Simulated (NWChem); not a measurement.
System: C4H3NS; SMILES C1N=C(C#C)S1

The following NWChem deck was run.

```
start job
memory heap 200 mb stack 900 mb global 1100 mb
geometry units angstroms noautoz
  C      0.161540     2.893224     0.000000
  C     -0.060064     1.688483     0.000000
  C     -0.250537     0.281951     0.000000
  N     -1.361265    -0.408628     0.000000
  C     -0.709477    -1.707326     0.000000
  S      1.025076    -0.978471     0.000000
  H      0.340172     3.960104     0.000000
  H     -0.907969    -2.308706     0.911430
  H     -0.907969    -2.308706    -0.911430
end
basis spherical
  * library cc-pvdz
end
dft
  xc pbe0
  iterations 150
  mulliken
end
task dft energy
```

All runs use the structure optimised with PBE-D3(BJ)/def2-SVP.

Q: What results follow from this input? (PBE0/cc-pVDZ.) Quantities: basis functions; energy (Ha); highest occupied level (eV); orbital gap (eV); dipole (D).

A: 
```yaml
number_of_basis_functions: 103
energy (Ha): -606.68
highest occupied level (eV): -7.14
orbital gap (eV): 5.65
dipole (D): 0.74
```
